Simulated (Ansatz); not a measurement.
C$_{2}$H$_{8}$GaN, charge -1, doublet, geometry from GFN2-xTB (such geometries of metal compounds can be far from the true shape) (a state made from the parent by changing its charge; the spin is typed, not shown lowest) (a gas-phase anion, which may not be bound at this level). Base run: HF/6-31G** in Ansatz (an electronic-structure program).

Here is a job for Ansatz.
Ansatz 0.2 input:
```yaml
crystal:
  periodic: [false, false, false]
  atoms:
    - {symbol: Ga, position_ang: [-0.16656750, 0.18406714, 0.35077608]}
    - {symbol: C, position_ang: [-1.28147702, -1.40896324, -0.47344622]}
    - {symbol: H, position_ang: [-0.74133276, -1.79709385, -1.34522646]}
    - {symbol: H, position_ang: [-2.27940183, -1.11347452, -0.82164914]}
    - {symbol: H, position_ang: [-1.42687604, -2.25388105, 0.21182952]}
    - {symbol: C, position_ang: [0.24596728, 1.48062425, -1.26442240]}
    - {symbol: H, position_ang: [0.67992935, 0.89162038, -2.08121695]}
    - {symbol: H, position_ang: [0.96653338, 2.27392132, -1.02758056]}
    - {symbol: H, position_ang: [-0.64524762, 1.97798458, -1.66788430]}
    - {symbol: N, position_ang: [1.55313057, -0.65612268, 0.60228937]}
    - {symbol: H, position_ang: [2.34465605, -0.06289626, 0.84329730]}
    - {symbol: H, position_ang: [1.60647643, -1.45936919, 1.22555838]}
basis:
  gaussian:
    orbitals: 6-31G__.json
hamiltonian:
  xc: hf
total_charge: -1
magnetization: {spin_polarized: true, initial_magnetization: 1}
```
The basis file holds 6-31G** in the JSON format of the Basis Set Exchange.

The base run was repeated with changes; each row names its change, and settings that it needs were set with it.

```
change                                                                basis functions       E (Eh)
--------------------------------------------------------------------  ---------------  -----------
base                                                                              120  -2057.79150
basis = x2c-TZVPall; relativity = spin-free X2C                                   189  -2077.13530
basis = ANO-RCC-VDZP; relativity = spin-free X2C; nucleus = Gaussian              109  -2077.11549
basis = ANO-RCC-VDZP; relativity = none                                           109  -2047.00816
basis = x2c-TZVPall; relativity = spin-free X2C; nucleus = Gaussian               189  -2077.12594
basis = cc-pVDZ-DK; relativity = spin-free X2C                                    109  -2076.99103
basis = x2c-TZVPall; relativity = none                                            189  -2050.12970
basis = cc-pVDZ-DK; relativity = none                                             109  -2048.06262
basis = ANO-RCC-VDZP; relativity = spin-free X2C                                  109  -2077.12652
basis = cc-pVDZ-DK; relativity = spin-free X2C; nucleus = Gaussian                109  -2076.98137
```

Total energies compare only within one method and basis.

Ansatz warned in this series: the basis is contracted for relativity, which the run leaves out.

A gas-phase anion may not be bound at this level; its values then depend on the basis.

Basis sets contracted for a relativistic Hamiltonian are a mismatch without it, so the rows without relativity aren't non-relativistic limits. No row has spin-orbit coupling; sets with core potentials leave out the core electrons.
